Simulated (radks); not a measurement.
Spherical quantum dot in the effective-mass picture: electrons in a parabolic well V = omega^2 r^2 / 2 with omega = 4.92, with a point charge +2 (a donor) at the centre, all in effective atomic units (hartree* = m*/eps^2 hartree, bohr* = eps/m* bohr), one dielectric constant everywhere. Calculated with a radial shooting solver with Libxc functionals: non-relativistic Kohn-Sham, PBEsol, spin-polarised, spherical densities. Levels are named by radial order and angular momentum (1s, 1p, 1d, 2s, ...), and open shells are averaged over m.

N = 6, configuration 1s2 1p(up 3, down 1). This is the lowest configuration that the search found. Occupied and some empty levels:

level,occupation,eigenvalue (hartree*),<r> (bohr*)
1s up,1,10.163,0.4572
1s down,1,10.355,0.4545
1p up,3,15.950,0.6829
1p down,1,16.192,0.6839
2s up,0,19.592,0.7505
2s down,0,19.754,0.7538
1d up,0,20.783,0.8290
1d down,0,21.006,0.8321
1f up,0,25.524,0.9475
1f down,0,25.713,0.9513

Energy (hartree*): total 59.8772, kinetic 33.511, external 5.9429, Hartree 26.573, exchange-correlation -6.1506.

Electron density:

r (bohr*),n(r) (e/bohr*^3)
0.0592,9.332
0.158,6.700
0.257,5.140
0.356,4.091
0.455,3.228
0.553,2.426
0.652,1.690
0.751,1.075
0.850,0.6185
0.949,0.3203
1.05,0.1489
1.15,0.06309
1.25,0.02389
